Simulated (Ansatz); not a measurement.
Al7, relaxed as a doublet with UKS r2SCAN-D4/def2-SVP in Ansatz, starting from the GFN1-xTB geometry. Force threshold 0.02 eV/Å.

The structure comes from a short search, and lower isomers may exist.

Start:

Cartesian coordinates in Å:
```
Al -1.534 -0.143 0.966
Al 1.464 0.421 1.043
Al 1.761 -1.226 -0.815
Al -0.299 1.178 -2.547
Al -0.386 1.995 -0.194
Al -0.813 -1.208 -1.364
Al -0.193 -1.016 2.910
```

(1) Estimate the energy that the relaxation releases and the steps that it takes.

(2) Does the start keep its bonding and symmetry?

(3) Predict the relaxed structure.

Results:

(1) 191.9 kJ/mol, in 17 steps; 61 s on 4 threads of Intel Xeon 6975P-C on a shared host. No frequencies were taken in this run, so the end may be a saddle point.

(2) Bonds formed: Al1–Al4, Al2–Al4, Al3–Al4, Al3–Al7, Al6–Al7 (atoms count from 1). The end is the same structure that another start reached, the lowest one found.

(3) 
```xyz
7

Al   -1.5795    0.3131    0.7092
Al    1.2357    0.8148    0.9443
Al    1.6409   -1.1789   -0.6301
Al    0.0530    0.5542   -1.6725
Al   -0.4523    2.5541   -0.0548
Al   -1.0168   -1.6385   -0.8659
Al    0.1189   -1.4189    1.5698
```
Bond lengths (bridged metal pairs left out): 15 × Al–Al 2.57 to 2.90 Å.
